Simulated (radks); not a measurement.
Values are calculated unless marked as measured or tabulated.
Q: These are the eigenvalues of the occupied orbitals of an atom or ion with whole-number occupations (eV). Level of theory: Dirac Kohn-Sham, LDA (Slater exchange, Perdew-Zunger correlation), spin-unpolarised, spherical densities, point nucleus (a radial shooting solver on a logarithmic mesh with Libxc functionals).

1s1/2: -44942.71
2s1/2: -7309.599
2p1/2: -6924.974
2p3/2: -6365.406
3s1/2: -1597.829
3p1/2: -1432.627
3p3/2: -1320.165
3d3/2: -1032.082
3d5/2: -1007.684
4s1/2: -321.8777
4p1/2: -259.0570
4p3/2: -234.3686
4d3/2: -130.9004
4d5/2: -126.5164
5s1/2: -47.9944
5p1/2: -31.1443
5p3/2: -27.8222
6s1/2: -8.5593
4f5/2: -8.5157

Which element is it, and in what charge state? The configuration may be excited. Open shells, if any, fill j = l - 1/2 first.

A: Z = 61, promethium, charge +1: Pm+ in [Xe] 4f5 6s1. The list shows which subshells hold electrons but not how many an open one holds; the 1s level, -1651.6 hartree, gives Z - s = 57.5 by -(Z - s)^2/2, which with screening and relativity narrows Z to a few neighbours, and the depths of the outer levels then fix element, charge and occupations together.
